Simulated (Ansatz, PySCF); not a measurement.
Reaction (SMILES): CC[Si](Br)(Br)Br [tribromo(ethyl)silane] + C (CH4) + 3 [SiH4] (SiH4) → CC (C2H6) [ethane] + C[SiH3] + 3 [SiH3]Br
Structures are relaxed separately at B3LYP-D3(BJ)/def2-TZVP in Ansatz (a program for electronic structure), one conformer each, not searched for the lowest. Frequencies are from Ansatz or PySCF.
Geometry of the first species:
```
C
H 1 1.0937
H 1 1.0937 2 106.72
C 1 1.5312 2 111.13 3 121.31
H 4 1.0904 1 111.29 2 60.47
H 4 1.0904 5 107.88 1 -122.36
H 4 1.0909 5 107.89 6 -116.32
Si 1 1.8600 2 106.42 3 -113.34
Br 8 2.2236 1 109.92 2 56.77
Br 8 2.2256 1 110.40 2 -63.24
Br 8 2.2256 1 110.40 2 176.79
```

Property: bond separation energy (enthalpy at 298 K, with B3LYP-D3(BJ) rigid-rotor harmonic-oscillator terms), in eV. Correlated levels leave the core frozen unless marked. No spin-orbit coupling. Frozen are the shells of the preceding noble gas and the d and f shells that filled before the atom's block. No relativistic terms. Basis-set limits of correlation are two-point, X^-3; Hartree-Fock from the larger set. [CCSD(T)-MP2]/basis is that difference in the basis named.

RI-MP2/CBS(def2-TZVPPD,def2-QZVPPD)+[CCSD(T)-MP2]/def2-TZVPPD (Ansatz) gives 0.30 eV.

### Question
Another calculation gave 0.24 eV. Which level was it?
A) r2SCAN0/def2-TZVPD (Ansatz)
B) B97M-V/def2-TZVPD (Ansatz)
C) B3LYP/def2-TZVPD (Ansatz)

### Answer
A, r2SCAN0/def2-TZVPD (Ansatz). The others give 0.39 (B97M-V), 0.11 (B3LYP) eV.
